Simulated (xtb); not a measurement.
Input file for xtb: GFN2-xTB on C3H9B (SMILES CB(C)C), a point of a torsion scan.

```
$ xtb mol.xyz --gfn 2 --opt vtight --chrg 0 --uhf 0 --input xcontrol
13

C     -0.29310039     1.47461544     0.22867762
B     -0.05128236    -0.10378048     0.33997941
C      1.47213697    -0.47313387     0.58205944
C     -1.04573520    -1.03895026    -0.44787758
H      0.30302687     1.87205764    -0.62999568
H      0.07277221     1.88839417     1.19749056
H     -1.35524992     1.71026285     0.03664997
H      2.14057046     0.13285027    -0.08581206
H      1.65383170    -1.54516158     0.43251072
H      1.74540421    -0.12207363     1.61476303
H     -0.83179476    -1.06341277    -1.54439728
H     -1.14207681    -2.04301656    -0.01323447
H     -2.05378115    -0.57857686    -0.36398158
$constrain
  force constant=1.0
  dihedral: 5,1,2,3,60.0
$end
```

The log:

```
[...]
           -------------------------------------------------
          |                Calculation Setup                |
           -------------------------------------------------



           -------------------------------------------------
          |                 G F N 2 - x T B                 |
           -------------------------------------------------

        Reference                      10.1021/acs.jctc.8b01176
      * Hamiltonian:
        H0-scaling (s, p, d)           1.850000    2.230000    2.230000
        zeta-weighting                 0.500000
      * Dispersion:
        s8                             2.700000
        a1                             0.520000
        a2                             5.000000
        s9                             5.000000
      * Repulsion:
        kExp                           1.500000    1.000000
        rExp                           1.000000
      * Coulomb:
        alpha                          2.000000
        third order                    shell-resolved
        anisotropic                    true
        a3                             3.000000
        a5                             4.000000
        cn-shift                       1.200000
        cn-exp                         4.000000
        max-rad                        5.000000


          ...................................................
          :                      SETUP                      :
          :.................................................:
          :  # basis functions                  25          :
          :  # atomic orbitals                  25          :
          :  # shells                           17          :
          :  # electrons                        24          :
          :  max. iterations                   250          :
          :  Hamiltonian                  GFN2-xTB          :
          :  restarted?                      false          :
          :  GBSA solvation                  false          :
          :  PC potential                    false          :
          :  electronic temp.          300.0000000     K    :
          :  accuracy                    1.0000000          :
          :  -> integral cutoff          0.2500000E+02      :
          :  -> integral neglect         0.1000000E-07      :
          :  -> SCF convergence          0.1000000E-05 Eh   :
          :  -> wf. convergence          0.1000000E-03 e    :
          :  Broyden damping             0.4000000          :
          :  net charge                          0          :
          :  unpaired electrons                  0          :
          ...................................................

 iter      E             dE          RMSdq      gap      omega  full diag
   1    -12.1003029 -0.121003E+02  0.557E+00    6.43       0.0  T
   2    -12.3012334 -0.200931E+00  0.463E+00    3.21       1.0  T
   3    -12.3605532 -0.593198E-01  0.254E+00    4.53       1.0  T
   4    -12.3533483  0.720487E-02  0.984E-01    3.88       1.0  T
   5    -12.3717342 -0.183858E-01  0.247E-01    4.42       1.0  T
   6    -12.3722111 -0.476939E-03  0.571E-02    4.35       1.0  T
   7    -12.3722132 -0.211685E-05  0.823E-03    4.35       3.4  T
   8    -12.3722132  0.246434E-07  0.645E-03    4.35       4.3  T
   9    -12.3722133 -0.910615E-07  0.997E-04    4.35      27.8  T
  10    -12.3722133 -0.212381E-09  0.511E-04    4.35      54.2  T

   *** convergence criteria satisfied after 10 iterations ***

         #    Occupation            Energy/Eh            Energy/eV
      -------------------------------------------------------------
         1        2.0000           -0.5692868             -15.4911
       ...           ...                  ...                  ...
         6        2.0000           -0.4658851             -12.6774
         7        2.0000           -0.4629041             -12.5963
         8        2.0000           -0.4511683             -12.2769
         9        2.0000           -0.4427128             -12.0468
        10        2.0000           -0.4355075             -11.8508
        11        2.0000           -0.3976399             -10.8203
        12        2.0000           -0.3885631             -10.5733 (HOMO)
        13                         -0.2287869              -6.2256 (LUMO)
        14                          0.1106439               3.0108
        15                          0.1301004               3.5402
        16                          0.1572089               4.2779
        17                          0.1596338               4.3439
       ...                                ...                  ...
        25                          0.3647462               9.9252
      -------------------------------------------------------------
                  HL-Gap            0.1597762 Eh            4.3477 eV
             Fermi-level           -0.3086750 Eh           -8.3995 eV

 SCC (total)                   0 d,  0 h,  0 min,  0.008 sec
 SCC setup         
[...]
.........................................::
         :: SCC energy               -12.417172976557 Eh    ::
         :: -> isotropic ES            0.025020685049 Eh    ::
         :: -> anisotropic ES          0.005410527244 Eh    ::
         :: -> anisotropic XC          0.006391716218 Eh    ::
         :: -> dispersion             -0.005276168938 Eh    ::
         :: repulsion energy           0.189933288076 Eh    ::
         :: add. restraining           0.000000000270 Eh    ::
         :: total charge              -0.000000000000 e     ::
         :::::::::::::::::::::::::::::::::::::::::::::::::::::

           -------------------------------------------------
          |                Property Printout                |
           -------------------------------------------------

    * Orbital Energies and Occupations

         #    Occupation            Energy/Eh            Energy/eV
      -------------------------------------------------------------
         1        2.0000           -0.5705883             -15.5265
         2        2.0000           -0.5620150             -15.2932
         3        2.0000           -0.5620052             -15.2929
         4        2.0000           -0.4708776             -12.8132
         5        2.0000           -0.4657170             -12.6728
         6        2.0000           -0.4640940             -12.6286
         7        2.0000           -0.4640511             -12.6275
         8        2.0000           -0.4472046             -12.1691
         9        2.0000           -0.4471585             -12.1678
        10        2.0000           -0.4390720             -11.9478
        11        2.0000           -0.3974476             -10.8151
        12        2.0000           -0.3974195             -10.8143 (HOMO)
        13                         -0.2156625              -5.8685 (LUMO)
        14                          0.1424473               3.8762
        15                          0.1669536               4.5430
        16                          0.1669968               4.5442
        17                          0.2160759               5.8797
        18                          0.2162090               5.8833
        19                          0.2182508               5.9389
        20                          0.2182989               5.9402
        21                          0.2409956               6.5578
        22                          0.2573008               7.0015
        23                          0.2724401               7.4135
       ...                                ...                  ...
        25                          0.3789057              10.3105
      -------------------------------------------------------------
                  HL-Gap            0.1817570 Eh            4.9459 eV
             Fermi-level           -0.3065410 Eh           -8.3414 eV

     #   Z          covCN         q      C6AA      α(0)
     1   6 C        3.673    -0.193    24.568     7.103
     2   5 B        2.698     0.257    17.643     7.049
     3   6 C        3.673    -0.193    24.568     7.103
     4   6 C        3.673    -0.193    24.568     7.103
     5   1 H        0.925     0.041     2.434     2.440
     6   1 H        0.925     0.041     2.442     2.444
     7   1 H        0.925     0.026     2.648     2.545
     8   1 H        0.925     0.026     2.646     2.544
     9   1 H        0.925     0.039     2.459     2.452
    10   1 H        0.925     0.042     2.418     2.432
    11   1 H        0.925     0.042     2.423     2.434
    12   1 H        0.925     0.026     2.647     2.544
    13   1 H        0.925     0.040     2.452     2.449

 Mol. C6AA /au·bohr⁶  :       1105.879642
 Mol. C8AA /au·bohr⁸  :      24238.413189
 Mol. α(0) /au        :         50.642431


Wiberg/Mayer (AO) data.
largest (>0.10) Wiberg bond orders for each atom

 ---------------------------------------------------------------------------
     #   Z sym  total        # sym  WBO       # sym  WBO       # sym  WBO
 ---------------------------------------------------------------------------
     1   6 C    3.973 --     2 B    1.036     7 H    0.988     6 H    0.962
                             5 H    0.960
     2   5 B    3.282 --     4 C    1.036     3 C    1.036     1 C    1.036
     3   6 C    3.973 --     2 B    1.036     8 H    0.988     9 H    0.964
                            10 H    0.958
     4   6 C    3.973 --     2 B    1.036    12 H    0.988    13 H    0.963
                            11 H    0.959
     5   1 H    0.998 --     1 C    0.960
     6   1 H    0.998 --     1 C    0.962
     7   1 H    0.999 --     1 C    0.988
     8   1 H    0.999 --     3 C    0.988
     9   1 H    0.998 --     3 C    0.964
    10   1 H    0.998 --     3 C    0.958
    11   1 H    0.998 --     4 C    0.959
    12   1 H    0.999 --     4 C    0.988
    13   1 H    0.998 --     4 C    0.963
 ---------------------------------------------------------------------------

Topologies differ in total number of bonds
Writing topology from bond orders to xtbtopo.mol

molecular dipole:
                 x           y           z       tot (Debye)
 q only:        0.000       0.000       0.001
   full:        0.000       0.001       0.002       0.005
molecular quadrupole (traceless):
                xx          xy          yy          xz          yz          zz
 q only:       -0.286       0.015      -0.364      -0.284      -0.033       0.650
  q+dip:        0.050       0.005       0.172       0.253       0.001      -0.222
   full:       -0.381       0.021      -0.466      -0.345      -0.045       0.847

           -------------------------------------------------
          |                Geometry Summary                 |
           -------------------------------------------------

      molecular mass/u    :       55.9147025
   center of mass at/Å    :        0.0472831       0.0083252       0.1032891
  moments of inertia/u·Å² :        0.6957040E+02   0.6959744E+02   0.1300607E+03
rotational constants/cm⁻¹ :        0.2423104E+00   0.2422163E+00   0.1296136E+00
Note: The following floating-point exceptions are signalling: IEEE_UNDERFLOW_FLAG IEEE_DENORMAL
normal termination of xtb

 * 12 selected distances

     #   Z          #   Z                                           value/Å
     1   6 C        2   5 B                                       1.5777411 (max)
     2   5 B        3   6 C                                       1.5777008
     2   5 B        4   6 C                                       1.5776730
     1   6 C        5   1 H                                       1.0897517
     1   6 C        6   1 H                                       1.0895588
     1   6 C        7   1 H                                       1.0873294 (min)
     3   6 C        8   1 H                                       1.0873536
     3   6 C        9   1 H                                       1.0892934
     3   6 C       10   1 H                                       1.0900386
     4   6 C       11   1 H                                       1.0899203
     4   6 C       12   1 H                                       1.0873441
     4   6 C       13   1 H                                       1.0894545

 * 2 distinct bonds (by element types)

   Z      Z             #   av. dist./Å        max./Å        min./Å
   1 H    6 C           9     1.0888938     1.0900386     1.0873294
   5 B    6 C           3     1.5777050     1.5777411     1.5776730


optimized geometry written to: xtbopt.xyz


           -------------------------------------------------
          | TOTAL ENERGY              -12.227239688210 Eh   |
          | GRADIENT NORM               0.000055079313 Eh/α |
          | HOMO-LUMO GAP               4.945859527890 eV   |
           -------------------------------------------------

------------------------------------------------------------------------
------------------------------------------------------------------------
 total:
 SCF:
 ANC optimizer:
```

The run finished.

Warnings raised: the energy holds the restraint's term.

Cost: about 0.4 core-seconds (a rough figure).
